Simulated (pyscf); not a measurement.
## AuH (SMILES [AuH]), singlet

Gas-phase minimum from PySCF at ωB97X-D3(BJ)/def2-SVP, one conformer. 

```xyz
2

Au     1.4092    -2.0882    -0.5086
H      0.4901    -1.2258    -1.4072
```
Charge 0, spin multiplicity 1.

Bonds (Å): Au1–H2 1.548.

Properties at ωB97X-D3(BJ)/def2-SVP:

```
Property                                                                                                                        Result
---------------------------------------------------------------------------------------------------------------------  ---------------
Harmonic wavenumbers, unscaled                                                                                               2249 cm⁻¹
Zero-point energy                                                                                                         3.2 kcal/mol
Rotational symmetry number                                                                                                           1
Entropy of this conformer at 298 K and 1 atm, rigid rotor and harmonic oscillator, modes under 100 cm⁻¹ raised to 100  211.2 J/(mol K)
Dipole moment                                                                                                                   1.85 D
```

Single-point totals, which compare only within one level (frozen core for MP2 and CC):

| level | total energy (hartree) |
|---|---|
| ωB97X-D3(BJ)/def2-TZVP | -136.35491 |
| PBE/def2-TZVP | -136.36122 |
| r²SCAN/def2-TZVP | -136.37699 |
| B3LYP-D3(BJ)/def2-TZVP | -136.37461 |
| PBE0-D3(BJ)/def2-TZVP | -136.31179 |
| M06-2X/def2-TZVP | -136.20189 |
| ωB97M-D3(BJ)/def2-TZVP | -136.29879 |
| HF/def2-TZVPP | -135.35146 |
| MP2/def2-TZVPP | -135.98488 |
| CCSD/def2-TZVPP | -135.94806 |
| CCSD(T)/def2-TZVPP | -135.96953 |

The CCSD(T) − MP2 part came from Ansatz, without density fitting, on the same reference. The frozen core leaves the outer d or s,p core shells of the metals and heavy elements correlated in the MP2 and CC values, and def2-TZVPP describes them poorly, so these totals are far from the basis limit. Elements past Kr carry the def2 core potentials, without spin-orbit coupling.
